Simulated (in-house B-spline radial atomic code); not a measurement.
**Ionising Co⁷⁺ with different functionals**

Computed with a B-spline radial code for spherical atoms: scalar-relativistic (spin-free X2C) Hamiltonian, Fermi nucleus of rms radius 3.7875 fm, spin-polarised at highest spin, spherical fractional occupations for the functionals, the average over the highest-spin determinants for Hartree-Fock. The ionisation energy is the difference of two self-consistent energies, [Ar] 3d2 → [Ar] 3d1, without Breit or QED terms; ε is the level of the shell that loses the electron (its least bound occupied spin orbital).

Hybrids are left out here: with spherical fractional occupations of an open shell their exact exchange keeps a self-interaction that integer-occupation calculations don't have.

```json
{"method": "Hartree-Fock", "rung": "Hartree-Fock", "ΔSCF (eV)": "155.72", "-ε(3d) (eV)": "157.27"}
{"method": "LDA VWN5", "rung": "LDA", "ΔSCF (eV)": "157.32", "-ε(3d) (eV)": "143.24"}
{"method": "LDA PW92", "rung": "LDA", "ΔSCF (eV)": "157.31", "-ε(3d) (eV)": "143.23"}
{"method": "LDA exchange-only", "rung": "LDA", "ΔSCF (eV)": "155.36", "-ε(3d) (eV)": "141.35"}
{"method": "PBE", "rung": "GGA", "ΔSCF (eV)": "157.03", "-ε(3d) (eV)": "142.98"}
{"method": "PBEsol", "rung": "GGA", "ΔSCF (eV)": "157.00", "-ε(3d) (eV)": "142.95"}
{"method": "BLYP", "rung": "GGA", "ΔSCF (eV)": "156.99", "-ε(3d) (eV)": "142.93"}
{"method": "RPBE", "rung": "GGA", "ΔSCF (eV)": "156.96", "-ε(3d) (eV)": "142.92"}
{"method": "PW91", "rung": "GGA", "ΔSCF (eV)": "157.21", "-ε(3d) (eV)": "143.15"}
{"method": "BP86", "rung": "GGA", "ΔSCF (eV)": "157.09", "-ε(3d) (eV)": "143.02"}
{"method": "AM05", "rung": "GGA", "ΔSCF (eV)": "157.04", "-ε(3d) (eV)": "142.99"}
{"method": "OLYP", "rung": "GGA", "ΔSCF (eV)": "157.73", "-ε(3d) (eV)": "143.69"}
{"method": "TPSS", "rung": "meta-GGA", "ΔSCF (eV)": "156.82", "-ε(3d) (eV)": "142.81"}
{"method": "SCAN", "rung": "meta-GGA", "ΔSCF (eV)": "156.78", "-ε(3d) (eV)": "142.97"}
{"method": "r2SCAN", "rung": "meta-GGA", "ΔSCF (eV)": "156.84", "-ε(3d) (eV)": "143.03"}
{"method": "revTPSS", "rung": "meta-GGA", "ΔSCF (eV)": "156.65", "-ε(3d) (eV)": "142.67"}
```

Task: How do they compare with the NIST value?

Result: NIST lists 157.8 eV ± 0.6 (semi-empirical, ground level to ground level). Errors run from -2.44 to -0.07 eV; OLYP is closest (-0.07 eV), though others lie within the uncertainty of it, and part of that can be cancellation, since the calculations leave out spin-orbit coupling, Breit-QED terms, multiplet and fine-structure energies. Hartree-Fock also lacks correlation.
